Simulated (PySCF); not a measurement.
Working out the ionisation energy of Rh

Rh [Kr] 4d8 5s1 (4F) → Rh⁺ [Kr] 4d8 (3F). Computed with PySCF 2.14 in aug-cc-pVTZ-DK (9s8p6d3f2g, 102 functions), with the spin-free X2C one-electron Hamiltonian (Gaussian nucleus). Frozen: [Kr]. Energies in hartree (1 hartree = 27.21139 eV):

```
            part    Rh (lower)   Rh⁺ (upper)
             UHF  -4781.045231  -4780.813209
CCSD correlation     -0.248006     -0.214700
             (T)     -0.011182     -0.007699
```

Problem. What does Hartree-Fock give?

Solution. (-4780.813209) − (-4781.045231) = 0.232022 hartree = 6.314 eV.

Problem. What do CCSD and CCSD(T) give?

Solution. The CCSD correlation energies differ by 0.033306 hartree = 0.906 eV and the triples by 0.003483 hartree = 0.095 eV, so CCSD gives 7.220 eV and CCSD(T) 7.315 eV.

Measured between the centres of the two terms (NIST): 7.479 eV, so CCSD(T) (valence) is off by -0.164 eV.

What remains against the reference includes basis incompleteness, the frozen core and higher excitations.
